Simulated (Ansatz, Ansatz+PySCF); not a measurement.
```xyz
3

O     0.0000    0.0000   -0.2513
H     0.0000    1.5838    1.0052
H     0.0000   -1.5838    1.0052
```

Basis set: 6-31G (spherical functions). Correlated methods keep 1 orbital frozen. Charge 0, multiplicity 1.

Computed with Ansatz (development build ahead of 0.2.0); each method stands on the lowest determinant of its kind that the runs found. Restricted open shells among the atoms or ions are ROHF, correlated in semicanonical orbitals with singles. Restricted functionals stand beside restricted open-shell atoms, which can lie above the unrestricted atoms usual in DFT and then raise those values.

The atomization energy at this shape (free ground-state atoms in the same class of orbitals less the molecule, no zero-point energy) of singlet H₂O:

```
             method  atomization energy
PBE0 (unrestricted)             0.84 eV
  PBE0 (restricted)            -0.78 eV
        RHF-CCSD(T)             1.13 eV
        UHF-CCSD(T)             0.65 eV
            UHF-MP2             0.21 eV
            RHF-MP2            -0.28 eV
                RHF            -6.10 eV
```

(1) What does UHF give?

Results:

(1) 0.07 eV. Caution for PBE0 (unrestricted), PBE0 (restricted): charge can spread falsely over distant fragments. Caution for PBE0 (unrestricted), UHF-CCSD(T), UHF-MP2, UHF: the unrestricted determinant is a mixture of spin states. Caution for PBE0 (restricted), RHF-CCSD(T), RHF-MP2, RHF: an unrestricted determinant lies well below. Caution for RHF-CCSD(T), RHF-MP2: large amplitudes, a single reference is doubtful. Caution for RHF-CCSD(T), UHF-CCSD(T): the program doubts this total. Caution for UHF-CCSD(T), UHF-MP2: a plain start can end on a higher determinant; bonds are stretched, where a single reference can fail. Caution for RHF: the molecule lies well above its atoms at this level.

This basis has no polarisation functions and is too small for such energies, which can lie far from measured ones in either direction.
